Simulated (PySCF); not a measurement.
## Two-component Hartree-Fock for Co⁻ (cobalt, charge -1)

Start: [Ar] 3d8 4s2; 3d3/2 filled at m_j = -3/2, -1/2, +1/2, +3/2; 3d5/2 filled at m_j = -1/2, +1/2, +3/2, +5/2. Calculated with PySCF 2.14 in x2c-TZVPall-2c with one added diffuse shell each of s, p, d type (7s8p5d1f, 63 functions): generalised Hartree-Fock with the X2C-1e Hamiltonian and a Gaussian nucleus; one run each with spin-orbit coupling (SO) switched off, then screened by Boettger's factors.

| spinor shell | electrons | ε, spin-free (eV) | ε, screened SO (eV) | weight of nominal j (screened SO) | rms radius, screened SO (bohr) |
| --- | --- | --- | --- | --- | --- |
| 1s1/2 | 2 | -7765.9 | -7765.8 | 1.000 | 0.0649 |
| 2s1/2 | 2 | -953.87 | -953.82 | 1.000 | 0.276 |
| 2p1/2 | 2 | -811.56 | -822.07 | 0.998 | 0.247 |
| 2p3/2 | 4 | -811.56 | -806.38 | 0.999 | 0.250 |
| 3s1/2 | 2 | -114.74 | -114.72 | 1.000 | 0.836 |
| 3p1/2 | 2 | -71.744 | -75.210 | 0.769 | 0.893 |
| 3p3/2 | 4 | -71.744 | -70.011 | 0.884 | 0.902 |
| 3d3/2 | 4 | -6.377 | -6.291 | 0.689 | 1.33 |
| 3d5/2 | 4 | -6.377 | -6.466 | 0.734 | 1.32 |
| 4s1/2 | 2 | -0.557 | -0.558 | 1.000 | 5.25 |

```json
{"quantity": "E (hartree)", "spin-free": "-1391.77666", "screened SO": "-1391.80542"}
{"quantity": "M_J", "spin-free": "4", "screened SO": "4"}
{"quantity": "⟨J²⟩", "spin-free": "20.079", "screened SO": "20.081"}
{"quantity": "⟨L²⟩", "spin-free": "12.010", "screened SO": "12.015"}
{"quantity": "⟨S²⟩", "spin-free": "2.070", "screened SO": "2.070"}
```

Each row is a mean over spinors that exchange with the open shell spreads, by up to 9.750 eV (3p3/2).

Rows whose weight is well below 1 are mixtures of j = l ± 1/2: exchange outweighs spin-orbit coupling there, and the label is only the starting occupation.

⟨J²⟩ departs a little from M_J(M_J + 1) because the unrestricted spinors polarise the closed shells.

Without spin-orbit coupling the j labels of p, d and f shells carry no meaning; the spin-free column gives the mean over the occupied spinors of each nl shell.
